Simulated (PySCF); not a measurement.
**Antimony: a sound run and one with changed settings**

Sound run: Sb⁺ [Kr] 4d10 5s2 5p2, Sb²⁺ [Kr] 4d10 5s2 5p1. Calculation: PySCF 2.14, in x2c-TZVPall (8s6p4d2f, 60 functions); the spin-free X2C one-electron Hamiltonian (Gaussian nucleus). In the sound run the correlated levels freeze [Kr] 4d10. The sound run starts from symmetry-adapted Hartree-Fock orbitals and uses a fine grid where one is needed.

Changed run: a valence shell is frozen. This setting is unsound on purpose.

```json
{"species": "Sb⁺", "method": "MP2", "sound run (hartree)": "-6477.68147", "changed run (hartree)": "-6477.64138", "converged": "yes"}
```

Ionisation energy of Sb⁺:

| method | sound run (eV) | changed run (eV) |
| --- | --- | --- |
| UHF | 16.010 | 16.010 |
| MP2 | 16.310 | 16.126 |
| SCS-MP2 | 16.247 | 16.049 |

Freezing a valence shell removes pair correlation that changes on ionisation.

For comparison, NIST gives 16.626 ± 0.025 eV between the lowest levels.
